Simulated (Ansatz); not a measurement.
Stepwise reaction of `S[SiH](Cl)Cl` with hydrogen sulfide, as a gas-phase model of exchange steps in deposition or etching. ΔE in kJ/mol.

Computed with Ansatz on PBE0-D4/def2-TZVP structures; ΔE is electronic, products minus reactants. CBS: MP2 limit from def2 TZ/QZ plus the TZ coupled-cluster correction, frozen cores. This one scheme is used for every species. DFT in def2-TZVPP. B3LYP here is the variant with VWN-RPA as its local correlation; programs differ in this. Each species was taken in one conformer, which may not be the lowest.

```
step                                  reaction  PBE-D4  B3LYP-D4  ωB97M-V  CCSD(T)/CBS
   2  `S[SiH](S)Cl` + H₂S → `S[SiH](S)S` + HCl    29.2      34.3     36.2         33.5
```

Question: Give the row of step 1, `S[SiH](Cl)Cl` + H₂S → `S[SiH](S)Cl` + HCl. (Best estimate.)

Answer: Computed: 
| step | reaction | PBE-D4 | B3LYP-D4 | ωB97M-V | CCSD(T)/CBS |
| --- | --- | --- | --- | --- | --- |
| 1 | `S[SiH](Cl)Cl` + H₂S → `S[SiH](S)Cl` + HCl | 31.5 | 37.0 | 38.8 | 36.3 |

Question: By hand: ΔE of the 2 steps together at CCSD(T)/CBS.

Answer: (36.3) + (33.5) = 69.8 kJ/mol, or 34.9 kJ/mol a step.

In ΔE the steps differ by no more than 2.8 kJ/mol. All are uphill at CCSD(T)/CBS. PBE-D4 differs from CCSD(T)/CBS by -4.8 to -4.3 kJ/mol a step. Isolated molecules leave out the surface, adducts and barriers. Largest T1 diagnostic: 0.012.
